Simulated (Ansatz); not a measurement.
Input file for CH8F2N2Si2 (`N[SiH2]C[Si](N)(F)F`):

```yaml
crystal:
  periodic: [false, false, false]
  atoms:
    - {symbol: N, position_ang: [1.513249, 0.920924, -1.690168]}
    - {symbol: Si, position_ang: [1.006717, 1.537634, -0.170410]}
    - {symbol: C, position_ang: [0.351828, 0.110728, 0.856266]}
    - {symbol: Si, position_ang: [-1.146003, -0.727612, 0.206432]}
    - {symbol: N, position_ang: [-1.530186, -2.144334, 1.041288]}
    - {symbol: F, position_ang: [-2.428421, 0.210629, 0.272323]}
    - {symbol: F, position_ang: [-0.941697, -0.964201, -1.366244]}
    - {symbol: H, position_ang: [2.121492, 1.470809, -2.274581]}
    - {symbol: H, position_ang: [0.860345, 0.386605, -2.242959]}
    - {symbol: H, position_ang: [-0.055070, 2.587311, -0.209315]}
    - {symbol: H, position_ang: [2.203321, 2.143330, 0.473681]}
    - {symbol: H, position_ang: [1.159138, -0.625002, 0.947567]}
    - {symbol: H, position_ang: [0.122324, 0.471816, 1.864738]}
    - {symbol: H, position_ang: [-0.816634, -2.777213, 1.359595]}
    - {symbol: H, position_ang: [-2.420402, -2.601423, 0.931778]}
basis:
  gaussian: {orbitals: def2-TZVPP}
correlation: {method: ccsd_t}
```

```sh
$ ansatz run in.yaml --threads 2 --pin off --events-out ev --progress --plain --max-ram 22528MiB --backend cuda --devices 0, --max-vram 18GiB
```

Log, shortened:

```
Functional definition: HF
2075 factors; integrals over basis functions are off by at most 1.2e-3 eV
mean field evaluation 1: about -25261.3813 eV, gradient 5.8e1 eV
mean field evaluation 2: about -25261.6683 eV, gradient 5.9e1 eV
mean field evaluation 4: about -25268.1959 eV, gradient 4.2e0 eV
mean field evaluation 8: about -25268.2776 eV, gradient 2.7e-1 eV
mean field evaluation 16: about -25268.2778 eV, gradient 1.3e-6 eV
mean field -25268.27784900 eV, -928.5920834969 hartree, gradient 1.3e-6 eV, S^2 0.000000; 0 other end points of the search recorded, 0 dependent functions left out
15 core orbitals not correlated: weight in the atoms' cores, before any rotation towards them, 1.000 or more for the frozen orbitals, at most 0.000 for the correlated occupied ones
reference -25268.27784900 eV, -928.5920834969 hartree; 22, 22 occupied and 314, 314 virtual orbitals, 2075 factors
second order -36.45456941 eV of doubles, -0.00000000 eV of singles
cycle   1  -36.80449083 eV  change   -3.5e-1 eV  update   1.2e-1
cycle   2  -37.54525210 eV  change   -7.4e-1 eV  update   3.2e-2
cycle   3  -37.70811488 eV  change   -1.6e-1 eV  update   1.6e-2
cycle   4  -37.69202837 eV  change    1.6e-2 eV  update   3.4e-3
cycle   5  -37.69005276 eV  change    2.0e-3 eV  update   1.4e-3
cycle   6  -37.69082246 eV  change   -7.7e-4 eV  update   4.0e-4
cycle   7  -37.69058776 eV  change    2.3e-4 eV  update   1.4e-4
cycle   8  -37.69050156 eV  change    8.6e-5 eV  update   4.8e-5
cycle   9  -37.69051699 eV  change   -1.5e-5 eV  update   2.0e-5
perturbative correction -1.29036209 eV, -0.0474199323 hartree
Total energy: -25307.25872809 eV, -930.0246043812 hartree
```

Run time 12 s (2 threads of an AMD EPYC 7R13 on a shared host and a share of an NVIDIA H100 80 GB); peak host memory 0.88 GiB.

The correlation energy is -38.981 eV, 3.3 % of it from (T); the T1 diagnostic reads 0.0108.
